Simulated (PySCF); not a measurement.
# Electron correlation in I⁺ (iodine, charge +1)

[Kr] 4d10 5s2 5p4, high-spin 3P determinant. All numbers are calculated (PySCF 2.14, a scalar-relativistic core potential, in def2-QZVPPD with the def2 core potential (28 electrons) (8s7p5d4f1g, 91 functions)). Frozen: 4s2 4p6 4d10; 6 electrons correlated.

```
  level  correlation energy (mhartree)
   CCSD                        -116.50
    (T)                          -3.76
CCSD(T)                        -120.26
```

Diagnostics: T1 = 0.0081, D1 = 0.0237, largest double amplitude 0.030.

Q: Is a single reference adequate?

A: Yes, within this model without spin-orbit coupling: T1 lies below 0.03 and no double amplitude reaches 0.07.
